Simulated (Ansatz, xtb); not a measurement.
## Isomers of C5H2FNSe in order of energy

6 gas-phase structures of C5H2FNSe, from a drawn sample of its isomers (lower ones may exist). Each was relaxed with GFN2-xTB:

A. `N#Cc1[se]ccc1F`, a singlet
B. `N#Cc1ccc(F)[se]1`, a singlet
C. `N#Cc1c[se]c(F)c1`, a singlet
D. `N#Cc1cc(F)c[se]1`, a singlet
E. `N#Cc1c[se]cc1F`, a singlet
F. `N#Cc1cc[se]c1F`, a singlet

Task: Make a reasoned guess at their ranking by r2SCAN-D4/def2-SVP single-point energy.

Result: Calculated order at r2SCAN-D4/def2-SVP: A (0.0), D (0.6), E (1.9), B (3.2), C (4.9), F (5.1) kcal/mol. Less than 1 kcal/mol parts A and D; C and F, so the order within those pairs means little.

Energies above the lowest of each column, in kcal/mol; the last columns are at PBE0-D3(BJ)/def2-SVP geometries:

| structure | GFN2-xTB | HF/STO-3G | r2SCAN-D4/def2-SVP | PBE0-D3(BJ)/def2-SVP | CCSD(T)/def2-SVP + ΔMP2/def2-TZVPP |
| --- | --- | --- | --- | --- | --- |
| A | 0.8 | 0.1 | 0.0 | 0.0 | 0.1 |
| D | 0.0 | 1.6 | 0.6 | 0.5 | 0.0 |
| E | 1.3 | 1.2 | 1.9 | 1.4 | 0.6 |
| B | 1.0 | 0.3 | 3.2 | 3.3 | 3.1 |
| C | 1.5 | 0.7 | 4.9 | 4.5 | 3.4 |
| F | 2.5 | 0.0 | 5.1 | 4.6 | 4.0 |

CCSD(T)/def2-SVP + ΔMP2/def2-TZVPP puts D lowest, with A and E within 1 kcal/mol; HF/STO-3G picks F. CCSD(T)/def2-SVP + ΔMP2/def2-TZVPP orders those it was run on as D (0.0), A (0.1), E (0.6), B (3.1), C (3.4), F (4.0) kcal/mol. Less than 1 kcal/mol parts D and A; A and E; B and C; C and F, so the order within those pairs means little. ΔMP2 is the change of the MP2 energy from the smaller to the larger basis.

Over these structures GFN2-xTB departs from r2SCAN-D4/def2-SVP by 1.3 kcal/mol on average once a common shift is removed. A GFN2-xTB relaxation took about 0.089 s and the r2SCAN-D4/def2-SVP energy about 4.5 s on a shared host (Ansatz 0.2.0, xtb 6.7.1).
